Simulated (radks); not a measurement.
The numbers below are computed, except where a source is named.
Trend from K to Kr: ionisation energy by Delta-SCF between NIST ground configurations, and size. Level of theory: scalar-relativistic Kohn-Sham, PBE, spin-polarised, spherical densities, finite nucleus; open shells are filled with parallel spins first; Fermi nuclear charge, rms radius of each element as measured or else 0.836 A^(1/3) + 0.57 fm (a radial shooting solver on a logarithmic mesh with Libxc functionals).

K: configuration [Ar] 4s1; IE (eV) 4.467; NIST (eV) 4.341; kind exp.; -e(HOMO) (eV) 2.543 (4s); outermost 4s; <r> outermost (bohr) 4.93; r at 0.001 e/bohr^3 (bohr) 4.45
Ca: configuration [Ar] 4s2; IE (eV) 6.092; NIST (eV) 6.113; kind exp.; -e(HOMO) (eV) 3.766 (4s); outermost 4s; <r> outermost (bohr) 4.02; r at 0.001 e/bohr^3 (bohr) 5.08
Sc: configuration [Ar] 3d1 4s2; IE (eV) 6.461; NIST (eV) 6.561; kind exp.; -e(HOMO) (eV) 3.512 (3d); outermost 4s; <r> outermost (bohr) 3.77; r at 0.001 e/bohr^3 (bohr) 4.96
Ti: configuration [Ar] 3d2 4s2; IE (eV) 6.705; NIST (eV) 6.828; kind exp.; -e(HOMO) (eV) 4.174 (4s); outermost 4s; <r> outermost (bohr) 3.61; r at 0.001 e/bohr^3 (bohr) 4.84
V: configuration [Ar] 3d3 4s2; IE (eV) 5.966; NIST (eV) 6.746; kind exp.; -e(HOMO) (eV) 4.283 (4s); outermost 4s; <r> outermost (bohr) 3.48; r at 0.001 e/bohr^3 (bohr) 4.73
Cr: configuration [Ar] 3d5 4s1; IE (eV) 7.396; NIST (eV) 6.767; kind exp.; -e(HOMO) (eV) 3.723 (3d); outermost 4s; <r> outermost (bohr) 3.32; r at 0.001 e/bohr^3 (bohr) 4.40
Mn: configuration [Ar] 3d5 4s2; IE (eV) 7.236; NIST (eV) 7.434; kind exp.; -e(HOMO) (eV) 4.464 (4s); outermost 4s; <r> outermost (bohr) 3.28; r at 0.001 e/bohr^3 (bohr) 4.56
Fe: configuration [Ar] 3d6 4s2; IE (eV) 7.836; NIST (eV) 7.902; kind exp.; -e(HOMO) (eV) 4.851 (4s); outermost 4s; <r> outermost (bohr) 3.11; r at 0.001 e/bohr^3 (bohr) 4.47
Co: configuration [Ar] 3d7 4s2; IE (eV) 7.733; NIST (eV) 7.881; kind exp.; -e(HOMO) (eV) 5.175 (4s); outermost 4s; <r> outermost (bohr) 2.97; r at 0.001 e/bohr^3 (bohr) 4.39
Ni: configuration [Ar] 3d8 4s2; IE (eV) 7.076; NIST (eV) 7.640; kind exp.; -e(HOMO) (eV) 5.462 (4s); outermost 4s; <r> outermost (bohr) 2.85; r at 0.001 e/bohr^3 (bohr) 4.31
Cu: configuration [Ar] 3d10 4s1; IE (eV) 8.382; NIST (eV) 7.726; kind exp.; -e(HOMO) (eV) 4.894 (3d); outermost 4s; <r> outermost (bohr) 2.91; r at 0.001 e/bohr^3 (bohr) 4.09
Zn: configuration [Ar] 3d10 4s2; IE (eV) 9.596; NIST (eV) 9.394; kind exp.; -e(HOMO) (eV) 5.979 (4s); outermost 4s; <r> outermost (bohr) 2.65; r at 0.001 e/bohr^3 (bohr) 4.19
Ga: configuration [Ar] 3d10 4s2 4p1; IE (eV) 5.873; NIST (eV) 5.999; kind exp.; -e(HOMO) (eV) 2.870 (4p); outermost 4p; <r> outermost (bohr) 3.38; r at 0.001 e/bohr^3 (bohr) 4.41
Ge: configuration [Ar] 3d10 4s2 4p2; IE (eV) 7.944; NIST (eV) 7.899; kind exp.; -e(HOMO) (eV) 4.415 (4p); outermost 4p; <r> outermost (bohr) 2.85; r at 0.001 e/bohr^3 (bohr) 4.43
As: configuration [Ar] 3d10 4s2 4p3; IE (eV) 9.900; NIST (eV) 9.789; kind exp.; -e(HOMO) (eV) 5.920 (4p); outermost 4p; <r> outermost (bohr) 2.51; r at 0.001 e/bohr^3 (bohr) 4.35
Se: configuration [Ar] 3d10 4s2 4p4; IE (eV) 9.517; NIST (eV) 9.752; kind exp.; -e(HOMO) (eV) 5.605 (4p); outermost 4p; <r> outermost (bohr) 2.34; r at 0.001 e/bohr^3 (bohr) 4.27
Br: configuration [Ar] 3d10 4s2 4p5; IE (eV) 11.850; NIST (eV) 11.814; kind exp.; -e(HOMO) (eV) 7.452 (4p); outermost 4p; <r> outermost (bohr) 2.12; r at 0.001 e/bohr^3 (bohr) 4.16
Kr: configuration [Kr]; IE (eV) 14.071; NIST (eV) 14.000; kind exp.; -e(HOMO) (eV) 9.247 (4p); outermost 4p; <r> outermost (bohr) 1.95; r at 0.001 e/bohr^3 (bohr) 4.03

Reference values: NIST Atomic Spectra Database (measured). Open shells are spherical and high-spin; term and fine-structure splittings are not resolved.
